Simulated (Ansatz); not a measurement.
A structure relaxed at PBE0-D4/def2-TZVP, charge 0, multiplicity 2:

Cartesian coordinates in Å:
```
C -1.261 -0.509 -0.252
S 0.216 -1.264 0.491
Sn 1.870 0.363 -0.147
F 0.847 2.013 -0.072
H -1.328 -0.754 -1.311
H -2.116 -0.942 0.267
H -1.264 0.570 -0.112
H 3.035 0.523 1.136
```

(1) Give its formula and SMILES.

(2) Summarise the bond lengths by kind.

Results:

(1) CH4FSSn, `C[S][SnH][F]`.

(2) 1 × C–S 1.817 Å; 3 × C–H 1.089 to 1.090 Å; 1 × S–Sn 2.405 Å; 1 × F–Sn 1.942 Å; 1 × H–Sn 1.741 Å.

All numbers were calculated with Ansatz.
